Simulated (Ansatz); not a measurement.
Consider the formal exchange of groups at a B–F bond: `FB(F)[SiH3]` + `C=O` → `O=CB(F)[SiH3]` + H–F.

Gas-phase electronic energies from Ansatz, PBE0-D4/def2-TZVP geometries. CCSD(T)/CBS is the MP2 limit (def2-TZVPP, def2-QZVPP) plus CCSD(T) − MP2 in def2-TZVPP, frozen cores. This one scheme is used for every species. Functionals use def2-TZVPP. B3LYP here is the variant with VWN-RPA as its local correlation; programs differ in this. Each species was taken in one conformer, which may not be the lowest.

```tsv
level	ΔE (kcal/mol)	difference from CCSD(T)/CBS
BHLYP-D4	42.5	3.1
ωB97X-V	41.2	1.8
B2PLYP	42.4	3.0
PBE-QIDH	41.2	1.8
PBE	40.5	1.1
revPBE	40.5	1.1
B3LYP	42.9	3.5
CCSD/def2-SVP	44.4	5.0
CCSD(T)/def2-SVP	44.2	4.8
CCSD/def2-TZVPP	41.2	1.8
CCSD(T)/CBS	39.4	0
```

Largest T1 diagnostic among the species: 0.015.

Leaving LDA and LC-ωPBE aside and taking each functional with its dispersion term where it has one, the values, not all of them listed here, spread over 4.5 kcal/mol, from revPBE-D4 to B97M-V. In def2-TZVPP, CCSD(T) changes the Hartree–Fock value by −4.9 kcal/mol (the triples alone add −0.6 kcal/mol) and MP2 by −4.6 kcal/mol.
